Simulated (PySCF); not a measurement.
Compound: C₆H₆O₂S.
Numbering: `[CH3:1][C:2](=[O:3])[O:4][c:5]1[cH:6][cH:7][s:8][cH:9]1` (hydrogens: H10, H11, H12 on C1; H13 on C6; H14 on C7; H15 on C9)

Theory: PBE0-D3(BJ)/def2-SVP geometry optimisation, gas phase in PySCF.

Question: What internal coordinates does the optimisation give?

Answer: 
```tsv
bond	length (bohr)
C1–C2	2.832
C2=O3	2.266
C2–O4	2.554
O4–C5	2.588
C5–C6	2.694
C6–C7	2.583
C7–S8	3.242
S8–C9	3.246
C5–C9	2.597
C1–H10, C1–H11, C1–H12	2.075
C6–H13	2.060
C7–H14	2.058
C9–H15	2.050
```

Bonds in one row agree within 0.02 bohr and their mean is given. A selection of angles:
```tsv
angle	degrees
C1–C2–O3	125.8
C1–C2–O4	110.0
O3–C2–O4	124.2
C2–O4–C5	123.1
O4–C5–C6	117.4
O4–C5–C9	129.0
C6–C5–C9	113.6
C5–C6–C7	111.8
C6–C7–S8	111.7
C7–S8–C9	92.6
C5–C9–S8	110.3
```

Torsions: C1–C2–O4–C5 179° (antiperiplanar); C2–O4–C5–C6 180° (antiperiplanar). The mirror-image conformer, all signs reversed, is as good.

The 9 heavy atoms lie in one plane (0.009 Å rms). Of the pairs four or more bonds apart, O3···H15 is among the closest relative to their van der Waals radii: 2.27 Å, 83 % of the sum of Bondi's values. The 4 C–C bonds span 1.367 Å (C6–C7, aromatic) to 1.499 Å (C1–C2, drawn single), a spread of 0.132 Å. The 3 C–O bonds span 1.199 Å (C2=O3, drawn double) to 1.370 Å (O4–C5, drawn single), a spread of 0.171 Å. The 5-membered ring C5–C6–C7–S8–C9 has internal angles of 92.6° to 113.6°; it is planar, 0.00 Å rms from its mean plane, widest ring torsion 0°.

Point group: near Cs, missed by 0.38 Å at most; the miss may be what the optimiser left on a soft mode. Whether it is a minimum is left open (no frequencies). The numbers are those of one conformer.
